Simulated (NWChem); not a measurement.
## Total energies of borohydride (H4B (-1))

```xyz
5

B      0.0000     0.0000     0.0000
H      0.0000     1.0278     0.7267
H      0.0000    -1.0278     0.7267
H      1.0278     0.0000    -0.7267
H     -1.0278     0.0000    -0.7267
```
Charge -1, spin multiplicity 1.

Everything below was run with NWChem. The geometry was optimised at PBE/def2-SVP, a minimum by its harmonic frequencies.

Basis set: aug-cc-pVTZ (138 functions).

```csv
method,total energy (Ha),relative cost
RHF,-26.98700,1
MP2,-27.15556,under 3
B2PLYP,-27.22530,under 3
PBE,-27.20583,under 3
B3LYP,-27.27820,under 3
LC-wPBE (omega 0.3 per bohr),-27.23710,20
CCSD(T),-27.18573,80
```

Total energies of different functionals aren't comparable as a measure of quality: only differences taken within one method are. The cost column gives rough processor time relative to RHF; each entry includes its own SCF.

The correlated methods keep 1 core orbital frozen. B3LYP has NWChem's definition, with VWN1-RPA local correlation. GW and range-separated runs recompute their integrals, the others keep them in memory, which bears on the times. The anion's geometry comes from a basis without diffuse functions. No row is a measurement; the coupled-cluster row has its own basis-set and correlation limits.
